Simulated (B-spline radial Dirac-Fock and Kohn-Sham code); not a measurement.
**Compton profile of P⁵⁺**

System: phosphorus as P⁵⁺ in the configuration [He] 2s2 2p6, inside a Watson sphere of charge -5 and radius 2 Å (a model of the Madelung potential; inside it an electron's potential energy is raised by 36.0 eV).

Model: the impulse approximation on Dirac-Fock orbitals of the configuration average with a finite nucleus. Program: a B-spline atomic structure program. pz is in atomic units of momentum; subshell profiles are per electron, for a selection of subshells; open shells are spread over both j values by their weights.

```
  pz    J total   J 1s1/2   J 2p1/2   J 2p3/2
0.91      1.307    0.0581     0.131     0.131
 1.3      1.209    0.0574     0.127     0.127
 1.9      1.015    0.0558     0.114     0.115
 2.7     0.7408    0.0529    0.0891    0.0891
   4     0.4058    0.0468    0.0484    0.0482
 5.7     0.1947    0.0377    0.0186    0.0184
 8.3    0.08251    0.0247   0.00431   0.00424
  12    0.03207    0.0122  0.000676  0.000659
  17    0.01053   0.00445  8.47e-05  8.15e-05
  25   0.002224  0.000991  6.51e-06  6.12e-06
  36  0.0003910  0.000178    < 1e-6    < 1e-6
  52  5.705e-05  2.63e-05    < 1e-6    < 1e-6
```

Task: What is the peak value J(0), and which subshell contributes most to it?

Result: J(0) = 1.407. The 2p3/2 subshell gives the largest part, 38 %.

Mean momentum ⟨p⟩ by subshell (a.u.): 1s1/2 12.4, 2s1/2 3.64, 2p1/2 4.86, 2p3/2 4.84.

Values without a named source are computed, but for edge energies of neutral atoms, which are taken from tables.
